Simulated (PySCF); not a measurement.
PySCF input file for Sn(OMe)2 (C2H6O2Sn), SMILES C[O][Sn][O]C (connectivity only; charge and spin as stated), neutral, multiplicity 1, TDA-CAM-B3LYP/def2-SVPD. Coordinates come from a PBE0-D3(BJ)/def2-SVP optimisation. The structure was generated by enumeration; whether it is a known compound was not checked. The def2 effective core potentials stand for the cores of Sn; spin–orbit coupling is left out. The values are those of a single conformer.

```python
import numpy as np
from pyscf import gto, scf, dft, tdscf

mol = gto.M(
    atom='''
    Sn   -0.00000000   -0.00000000    0.82899543
    O     0.04262353   -1.55801556   -0.42001829
    C    -0.02791237   -1.75144797   -1.79474608
    H    -0.36905317   -2.78042004   -2.01157189
    H    -0.72898223   -1.06183202   -2.30193883
    H     0.95866928   -1.62958905   -2.28275223
    O    -0.04262353    1.55801556   -0.42001828
    C     0.02791238    1.75144798   -1.79474608
    H    -0.95866928    1.62958905   -2.28275222
    H     0.36905316    2.78042004   -2.01157189
    H     0.72898222    1.06183202   -2.30193883
    ''',
    basis='def2-SVPD',
    ecp={'Sn': 'def2-svp'},
    charge=0,
    spin=0,
    symmetry=True,
    max_memory=1600,
    verbose=4,
)
mf = dft.RKS(mol, xc='cam-b3lyp').density_fit(auxbasis='def2-universal-jkfit')
mf.grids.level = 3
mf.conv_tol = 1e-9
mf.max_cycle = 100
mf.kernel()
mf.grids = dft.Grids(mol).set(level=1).build(with_non0tab=True)  # coarser grid for the response kernel
td = tdscf.TDA(mf)
td.singlet = True
td.nstates = 10
td.conv_tol = 1e-4
td.positive_eig_threshold = 1e-6
td.kernel(x0=td.get_init_guess(mf, 15))
td.analyze()
tt = tdscf.TDA(mf)
tt.singlet = False
tt.nstates = 4
tt.conv_tol = 1e-4
tt.positive_eig_threshold = 1e-6
tt.kernel(x0=tt.get_init_guess(mf, 9))
tt.analyze(verbose=3)
```

It prints:

```
PySCF version 2.14.0

[INPUT] verbose = 4
[INPUT] num. atoms = 11
[INPUT] num. electrons = 56
[INPUT] charge = 0
[INPUT] spin (= nelec alpha-beta = 2S) = 0
[INPUT] symmetry True subgroup None
[INPUT] Mole.unit = angstrom
[INPUT] Symbol           X                Y                Z      unit          X                Y                Z       unit  Magmom
[INPUT]  1 Sn     0.000000000000   0.000000000000   0.828995430000 AA    0.000000000000   0.000000000000   1.566574321216 Bohr   0.0
[INPUT]  2 O      0.042623530000  -1.558015560000  -0.420018290000 AA    0.080546798162  -2.944222706211  -0.793719535408 Bohr   0.0
[INPUT]  3 C     -0.027912370000  -1.751447970000  -1.794746080000 AA   -0.052746734788  -3.309756984725  -3.391578554337 Bohr   0.0
[INPUT]  4 H     -0.369053170000  -2.780420040000  -2.011571890000 AA   -0.697409416703  -5.254232386852  -3.801319951974 Bohr   0.0
[INPUT]  5 H     -0.728982230000  -1.061832020000  -2.301938830000 AA   -1.377576764375  -2.006571708094  -4.350033944202 Bohr   0.0
[INPUT]  6 H      0.958669280000  -1.629589050000  -2.282752230000 AA    1.811622383234  -3.079477000090  -4.313776524940 Bohr   0.0
[INPUT]  7 O     -0.042623530000   1.558015560000  -0.420018280000 AA   -0.080546798162   2.944222706211  -0.793719516511 Bohr   0.0
[INPUT]  8 C      0.027912380000   1.751447980000  -1.794746080000 AA    0.052746753685   3.309757003623  -3.391578554337 Bohr   0.0
[INPUT]  9 H     -0.958669280000   1.629589050000  -2.282752220000 AA   -1.811622383234   3.079477000090  -4.313776506043 Bohr   0.0
[INPUT] 10 H      0.369053160000   2.780420040000  -2.011571890000 AA    0.697409397805   5.254232386852  -3.801319951974 Bohr   0.0
[INPUT] 11 H      0.728982220000   1.061832020000  -2.301938830000 AA    1.377576745477   2.006571708094  -4.350033944202 Bohr   0.0

nuclear repulsion = 268.204581360336
point group symmetry = C2
symmetry origin: [8.99869581e-10 1.34980434e-09 2.02470655e-09]
symmetry axis x: [1.00000000e+00 5.15831250e-10 7.62210983e-10]
symmetry axis y: [ 5.15831246e-10 -1.00000000e+00  5.30063692e-09]
symmetry axis z: [ 7.62210986e-10 -5.30063683e-09 -1.00000000e+00]
num. orbitals of irrep A = 85
num. orbitals of irrep B = 81
number of shells = 70
number of NR pGTOs = 253
number of NR cGTOs = 166
basis = def2-SVPD
ecp = {'Sn': 'def2-svp'}


[settings echo left out]
init E= -421.161316327517
HOMO (A) = -0.632669455985397  LUMO (B) = -0.623788910150237  gap/eV = 0.24165
cycle= 1 E= -441.733967770454  delta_E= -20.6  |g|= 2.96  |ddm|= 13.3
HOMO (B) = -0.011829338119604  LUMO (A) = -0.00370541602544386  gap/eV = 0.22106
cycle= 2 E= -383.60360732692  delta_E= 58.1  |g|= 10.5  |ddm|=  118
HOMO (B) = -0.322406416036195  LUMO (B) = -0.136205235382047  gap/eV = 5.06679
cycle= 3 E= -444.200670688295  delta_E= -60.6  |g|= 0.696  |ddm|=  118
HOMO (A) = -0.316190205319744  LUMO (B) = -0.0314802395540177  gap/eV = 7.74735
cycle= 4 E= -444.258197238218  delta_E= -0.0575  |g|= 0.571  |ddm|= 2.98
HOMO (B) = -0.310177447454997  LUMO (B) = -0.04028992686872  gap/eV = 7.34401
cycle= 5 E= -444.316245132944  delta_E= -0.058  |g|= 0.143  |ddm|= 0.794
HOMO (B) = -0.331001261807671  LUMO (B) = -0.0394253957938098  gap/eV = 7.93418
cycle= 6 E= -444.320596013288  delta_E= -0.00435  |g|= 0.0463  |ddm|= 0.187
HOMO (B) = -0.325568665258942  LUMO (B) = -0.0388001883551645  gap/eV = 7.80337
cycle= 7 E= -444.321128495683  delta_E= -0.000532  |g|= 0.00799  |ddm|= 0.0586
HOMO (B) = -0.326886490481471  LUMO (B) = -0.0408000271523399  gap/eV = 7.78481
cycle= 8 E= -444.32116694675  delta_E= -3.85e-05  |g|= 0.0026  |ddm|= 0.0218
HOMO (B) = -0.326645192963333  LUMO (B) = -0.0410240285930144  gap/eV = 7.77215
cycle= 9 E= -444.321173831637  delta_E= -6.88e-06  |g|= 0.000698  |ddm|= 0.0095
HOMO (B) = -0.326618493278346  LUMO (B) = -0.0409155595616078  gap/eV = 7.77437
cycle= 10 E= -444.321174647302  delta_E= -8.16e-07  |g|= 0.000178  |ddm|= 0.00355
HOMO (B) = -0.326609501618272  LUMO (B) = -0.0409072093432385  gap/eV = 7.77436
cycle= 11 E= -444.321174701634  delta_E= -5.43e-08  |g|= 3.3e-05  |ddm|= 0.000961
HOMO (B) = -0.326609732661389  LUMO (B) = -0.0409095286708734  gap/eV = 7.77430
cycle= 12 E= -444.321174702984  delta_E= -1.35e-09  |g|= 1e-05  |ddm|= 0.000146
HOMO (B) = -0.326610797374975  LUMO (B) = -0.0409086777212728  gap/eV = 7.77435
cycle= 13 E= -444.321174703047  delta_E= -6.31e-11  |g|= 3.77e-06  |ddm|= 3.43e-05
HOMO (B) = -0.326611477174204  LUMO (B) = -0.0409090833756061  gap/eV = 7.77436
Extra cycle  E= -444.321174703055  delta_E= -7.96e-12  |g|= 3.2e-06  |ddm|= 1.21e-05
converged SCF energy = -444.321174703055
tot grids = 43584
Overwritten attributes  positive_eig_threshold  of <class 'pyscf.tdscf.rks.TDA'>


******** <class 'pyscf.tdscf.rks.TDA'> for <class 'pyscf.df.df_jk.DFSymAdaptedRKS'> ********
nstates = 10 singlet
deg_eia_thresh = 1.000e-03
wfnsym = None
conv_tol = 0.0001
eigh lindep = 1e-12
eigh level_shift = 0
eigh max_cycle = 100


Excitation energies (eV)
[4.37115729 4.8386212  4.94697619 5.59059194 6.4246581  6.58971356
 6.63720354 6.66965554 6.79617807 7.16986799]

** Singlet excitation energies and oscillator strengths **
Excited State   1:    A      4.37116 eV    283.64 nm  f=0.0000
      28 -> 29        0.69889
Excited State   2:    B      4.83862 eV    256.24 nm  f=0.0686
      24 -> 29        0.12717
      26 -> 29       -0.51260
      27 -> 29       -0.45164
Excited State   3:    B      4.94698 eV    250.63 nm  f=0.0495
      26 -> 29        0.44972
      27 -> 29       -0.51050
Excited State   4:    A      5.59059 eV    221.77 nm  f=0.0640
      25 -> 29       -0.67364
      26 -> 31       -0.12491
Excited State   5:    B      6.42466 eV    192.98 nm  f=0.0710
      24 -> 29       -0.63739
      25 -> 31        0.12792
      26 -> 29       -0.11805
      27 -> 30       -0.19518
Excited State   6:    A      6.58971 eV    188.15 nm  f=0.0008
      25 -> 30       -0.11371
      26 -> 31       -0.13184
      27 -> 31        0.60859
      27 -> 32       -0.21331
      28 -> 30       -0.13630
Excited State   7:    A      6.63720 eV    186.80 nm  f=0.0009
      27 -> 31        0.13325
      28 -> 30        0.67369
Excited State   8:    B      6.66966 eV    185.89 nm  f=0.0490
      24 -> 29        0.20197
      27 -> 30       -0.62894
      28 -> 31        0.15175
Excited State   9:    B      6.79618 eV    182.43 nm  f=0.0165
      24 -> 30       -0.11234
      27 -> 30        0.14375
      28 -> 31        0.64621
Excited State  10:    B      7.16987 eV    172.92 nm  f=0.2646
      26 -> 30        0.66378
      27 -> 30        0.11245
      28 -> 32        0.14747

** Transition electric dipole moments (AU) **
state          X           Y           Z        Dip. S.      Osc.
  1         0.0000     -0.0000      0.0086      0.0001      0.0000
  2        -0.7228     -0.2374     -0.0000      0.5788      0.0686
  3         0.3976     -0.5003     -0.0000      0.4084      0.0495
  4         0.0000     -0.0000     -0.6835      0.4671      0.0640
  5        -0.6709     -0.0318     -0.0000      0.4512      0.0710
  6        -0.0000      0.0000     -0.0695      0.0048      0.0008
  7        -0.0000      0.0000     -0.0728      0.0053      0.0009
  8         0.5441     -0.0596      0.0000      0.2996      0.0490
  9        -0.0867      0.3027      0.0000      0.0991      0.0165
 10        -0.0029      1.2274     -0.0000      1.5065      0.2646

WARN: ECP detected. Skipping calculation of transition velocity and magnetic dipole moments, which have not yet been implemented.



******** <class 'pyscf.tdscf.rks.TDA'> for <class 'pyscf.df.df_jk.DFSymAdaptedRKS'> ********
nstates = 4 triplet
deg_eia_thresh = 1.000e-03
wfnsym = None
conv_tol = 0.0001
eigh lindep = 1e-12
eigh level_shift = 0
eigh max_cycle = 100


Excitation energies (eV)
[3.62027933 4.09384237 4.22136494 4.57563655]

** Triplet excitation energies and oscillator strengths **
Excited State   1:    B      3.62028 eV    342.47 nm  f=0.0000
Excited State   2:    B      4.09384 eV    302.86 nm  f=0.0000
Excited State   3:    A      4.22136 eV    293.71 nm  f=0.0000
Excited State   4:    A      4.57564 eV    270.97 nm  f=0.0000
```

The run converged.

Cost: about 3 core-minutes (a rough figure).
